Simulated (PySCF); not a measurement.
Compound: C4H8ClFSi2.
SMILES with atom numbers: `[CH2:1]=[C:2]([F:3])[C@@H:4]1[SiH2:5][CH2:6][Si@H:7]1[Cl:8]`

Geometry (GFN2-xTB, Å), atoms numbered from 1 in this order:
```xyz
16
C4H8ClFSi2 angstrom
C      2.6809    0.5904    0.6826
C      1.3618    0.5127    0.6352
F      0.6403    1.2328    1.5477
C      0.5072   -0.2445   -0.2855
Si    -0.8247    0.8366   -1.2051
C     -2.1769   -0.1755   -0.2924
Si    -0.8797   -1.2833    0.5756
Cl    -0.8878   -3.1918   -0.0921
H      3.2877    0.0430   -0.0126
H      3.1811    1.1993    1.4135
H      1.1493   -0.8151   -0.9542
H     -0.7681    2.2517   -0.8548
H     -0.7719    0.6383   -2.6535
H     -2.7779    0.4145    0.3936
H     -2.8723   -0.7018   -0.9409
H     -0.8567   -1.2983    2.0314
```

Probes without a nucleus sit at each ring's centroid and 1 Å off its mean plane on both sides; NICS is minus the shielding there, NICSzz its component along the normal. Level: GIAO PBE0/pcSseg-1 (PySCF, non-relativistic, gas phase) on the GFN2-xTB geometry, one conformer.

Ring bond lengths (Å), with Mayer bond orders in brackets: C4–Si5 1.946 (0.82), Si5–C6 1.920 (0.91), C6–Si7 1.914 (0.92), Si7–C4 1.935 (0.83).

What do the NICS probes read (ppm)?

```csv
ring,type,NICS(0),"NICS(1), two faces","NICS(1)zz, two faces",rms pucker (Å),"centre to ring atoms, mean (Å)"
C4–Si5–C6–Si7,4-membered ring with 2 Si; formal bonds all single,0.2,-1.2 / -0.9,4.6 / 3.2,0.01,1.36
```

What can be read from them?

- C4–Si5–C6–Si7: mean NICS(1)zz 3.9 ppm, deshielded. C4, Si5, C6, Si7 have four or more neighbours, so the value isn't read as a sign of a π ring current.

What is the mean of the two in-plane components of NICS at the second NICS(1) probe listed for ring C4–Si5–C6–Si7, 1 Å off the ring?

The isotropic value is a third of the trace: (3 × -0.9 − (3.2))/2 = -3.0 ppm.
